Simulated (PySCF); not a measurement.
Species: GeH6N2.
Structure used (PBE0-D3(BJ)/def2-SVP), in Å, numbered top down from 1:
```
atom  x, y, z in Å
N1     1.435   -0.332    0.403
Ge2   -0.233    0.400    0.227
N3    -1.510   -0.889   -0.082
H4     1.461   -1.187    0.953
H5     1.919   -0.496   -0.475
H6    -0.654    1.056    1.554
H7    -0.089    1.453   -0.897
H8    -2.454   -0.625    0.190
H9    -1.539   -1.269   -1.024
```

Computed with core-valence-separated Tamm–Dancoff BHandHLYP/aug-pcX-1 (pcseg-1 on H, def2-SVPD on Ge) in PySCF, non-relativistic, gas phase, PBE0-D3(BJ)/def2-SVP geometry. No empirical shift is added; at this level the pattern usually sits a few eV under experiment.

(1) What does the N 1s absorption edge look like?

## Answers

(1) 
```csv
E (eV),f,core hole on,main final orbital
398.89,0.0160,N1/N3,"LUMO (2 roots, f summed)"
399.88,0.0275,N3,spread
400.10,0.0366,N3,LUMO+2 (31 %)
400.14,0.0337,N1,LUMO+3 (45 %)
400.20,0.0363,N1,LUMO+2 (36 %)
400.37,0.0117,N1,LUMO+1 (46 %)
400.56,0.0209,N3,spread
401.25,0.0061,N1,LUMO+2 (38 %)
401.31,0.0060,N3,LUMO+2 (36 %)
401.73,0.0036,N3,LUMO+8 (46 %)
```

The first line with a tenth or more of the strongest one's intensity is at 398.89 eV (f = 0.016, sum of 2), with the hole on N1/N3 (nitrogen bonded to Ge and 2 H). The strongest listed is at 400.10 eV (f = 0.037; N3).

Roots within 0.03 eV whose holes lie on the same, on equivalent or on shared atoms are summed into one line, and the highest roots are left out, as the search may have cut off their partners. Final orbitals are the ground state's empty Kohn–Sham orbitals.

Question: What is the summed oscillator strength of the listed N K lines, and their intensity-weighted mean energy?

Answer: Σf = 0.198 over 10 lines from 398.89 to 401.73 eV; the weighted mean is 400.16 eV. The strongest line holds 18 % of the sum.

Only the lowest roots of each edge were sought. The BHandHLYP/aug-pcX-1 (pcseg-1 on H, def2-SVPD on Ge) calculation is non-relativistic and has no spin–orbit coupling, an omission that weighs most on germanium.

One conformer stands for the species.
